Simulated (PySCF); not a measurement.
Ni+ (nickel, charge +1): B3LYP calculation

Configuration: [Ar] 3d9, 2D determinant. Computed with PySCF 2.14 in 6-31G*, with no relativity, point nucleus.

```json
{"Total energy": "-1507.717 hartree", "One-electron energy": "-2088.987 hartree", "Hartree (Coulomb) energy": "644.431 hartree", "Exchange-correlation energy": "-63.162 hartree", "Kinetic energy": "1506.20137 hartree", "⟨S²⟩": "1.3832", "⟨L²⟩": "8.505", "Sum of ⟨r⟩": "17.63 bohr", "Sum of ⟨r²⟩": "19.92 bohr²", "Traceless quadrupole moment −½Σ⟨3z² − r²⟩ along its main axis": "-0.0176 e·bohr²", "Density at the nucleus (Gaussians lack the cusp)": "14100 bohr⁻³", "Spin density at the nucleus": "1.17 bohr⁻³", "Langevin diamagnetic susceptibility": "-15.8 ×10⁻⁶ cm³/mol", "Time after the integrals": "1.6 s of wall time on 1 thread of Neoverse-N1 (shared host)"}
```

| shell | electrons | mean orbital energy (eV) | spread (eV) | rms radius, mean of both spins (bohr) |
| --- | --- | --- | --- | --- |
| 1s α | 1 | -8164.9 | 0 | 0.0635 |
| 1s β | 1 | -8164.8 | 0 | 0.0635 |
| 2s α | 1 | -979.75 | 0 | 0.269 |
| 2s β | 1 | -979.26 | 0 | 0.269 |
| 2p α | 3 | -855.30 | 0.839 | 0.239 |
| 2p β | 3 | -854.91 | 0.128 | 0.239 |
| 3s α | 1 | -115.97 | 0 | 0.808 |
| 3s β | 1 | -114.84 | 0 | 0.808 |
| 3p α | 3 | -77.658 | 1.520 | 0.858 |
| 3p β | 3 | -76.468 | 0.037 | 0.858 |
| 3d α | 5 | -13.999 | 2.630 | 1.23 |
| 3d β | 4 | -13.335 | 0.960 | 1.23 |

⟨L²⟩ = 8.50 against 6 for a pure D term, so this real determinant mixes terms. ⟨S²⟩ = 1.38 against 0.75 shows spin contamination. The s, p, d and f populations moved away from the nominal configuration during the SCF.
